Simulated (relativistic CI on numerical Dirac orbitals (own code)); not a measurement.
Ligand-field terms of d3

Computed with a parametric ligand-field model of a d^n configuration (Racah B and C, spin-orbit zeta, crystal field), exact diagonalisation.

Field parameters in Wybourne normalisation: Oh B⁴₀ = 21Dq, B⁴₄ = √(5/14) B⁴₀; Td as Oh with Dq negative (B⁴₀ = 21Dq, B⁴₄ = √(5/14) B⁴₀). The field is a parameter set, without covalency.

(1) Ground term and bands for B = 900, C = 4020, ζ = 0 cm⁻¹, Oh, 10Dq = 21850 cm⁻¹?

(2) Ground term and bands for B = 530, C = 1870, ζ = 0 cm⁻¹, Td, 10Dq = -9650 cm⁻¹?

(3) A d3 ion in Oh symmetry has the ground term 4A2 and bands at 4T2 6600 cm⁻¹ (1515 nm), 4T1 11250 cm⁻¹ (889 nm), 2E 20249 cm⁻¹ (494 nm), 2T1 21001 cm⁻¹ (476 nm), 4T1 22950 cm⁻¹ (436 nm), 2A1 24510 cm⁻¹ (408 nm). Which parameters reproduce them?

(4) Ground term and bands for B = 730, C = 3200, ζ = 0 cm⁻¹, Oh, 10Dq = 5600 cm⁻¹?

(5) Ground term and bands for B = 580, C = 2930, ζ = 0 cm⁻¹, Oh, 10Dq = 20400 cm⁻¹?

Answers

(1) Ground term 4A2 with 0.00 electrons in the two orbitals of the cubic e set. Spin-allowed: 4T2 21850 cm⁻¹ (458 nm), 4T1 30783 cm⁻¹ (325 nm), 4T1 48267 cm⁻¹ (207 nm). Lowest spin-forbidden: 2E 18683 cm⁻¹ (535 nm), 2T1 19484 cm⁻¹ (513 nm), 2T2 28073 cm⁻¹ (356 nm). With an A2 ground term the first spin-allowed band lies at |10Dq| itself.

(2) Ground term 2E with 2.95 electrons in the two orbitals of the cubic e set. Spin-allowed: 2T1 8511 cm⁻¹ (1175 nm), 2T2 8803 cm⁻¹ (1136 nm), 2T1 11730 cm⁻¹ (853 nm), 2A1 16704 cm⁻¹ (599 nm). Lowest spin-forbidden: 4T1 244 cm⁻¹, 4T2 8974 cm⁻¹ (1114 nm), 4T1 16005 cm⁻¹ (625 nm).

(3) B = 960, C = 4690, ζ = 0 cm⁻¹, Oh, 10Dq = 6600 cm⁻¹.

(4) Ground term 4A2 with 0.00 electrons in the two orbitals of the cubic e set. Spin-allowed: 4T2 5600 cm⁻¹ (1786 nm), 4T1 9468 cm⁻¹ (1056 nm), 4T1 18282 cm⁻¹ (547 nm). Lowest spin-forbidden: 2E 14336 cm⁻¹ (698 nm), 2T1 14955 cm⁻¹ (669 nm), 2A1 18120 cm⁻¹ (552 nm). With an A2 ground term the first spin-allowed band lies at |10Dq| itself.

(5) Ground term 4A2 with 0.00 electrons in the two orbitals of the cubic e set. Spin-allowed: 4T2 20400 cm⁻¹ (490 nm), 4T1 26600 cm⁻¹ (376 nm), 4T1 43300 cm⁻¹ (231 nm). Lowest spin-forbidden: 2E 13232 cm⁻¹ (756 nm), 2T1 13686 cm⁻¹ (731 nm), 2T2 20426 cm⁻¹ (490 nm). With an A2 ground term the first spin-allowed band lies at |10Dq| itself.
